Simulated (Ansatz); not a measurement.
input.yaml

```yaml
crystal:
  periodic: [false, false, false]
  atoms:
    - { symbol: Cu, position_ang: [-0.565467, 0.052309, -2.144911] }
    - { symbol: C, position_ang: [-0.155347, -0.267133, 0.027833] }
    - { symbol: S, position_ang: [-0.041595, 1.022275, 1.300329] }
    - { symbol: H, position_ang: [0.62418, -0.063322, -0.807388] }
    - { symbol: H, position_ang: [-1.239683, -0.304505, -0.280693] }
    - { symbol: H, position_ang: [0.08654, -1.293906, 0.369764] }
    - { symbol: H, position_ang: [1.291372, 0.854282, 1.535066] }
total_charge: 1
basis:
  gaussian: { orbitals: def2-SVP }
hamiltonian:
  xc: revpbe
  dispersion: d4
md:
  timestep: 4.0
  n_steps: 40
  ensemble: nve
  temperature: 100.0
  initial_velocities: maxwell_boltzmann
  seed: 996430
scf:
  lower_state_search: "off"
```

Launched with:

```bash
$ ansatz run input.yaml --threads 1 --pin off --max-ram 2048MiB --backend cpu --events-out ev --progress --plain --runs-dir out
```

Hardware: 1 thread of Arm Neoverse V2, with other jobs on the host.

Roughly how long does this run take, and how much memory?

3.9 min, with a peak of 0.17 GiB, for 41 ionic steps.
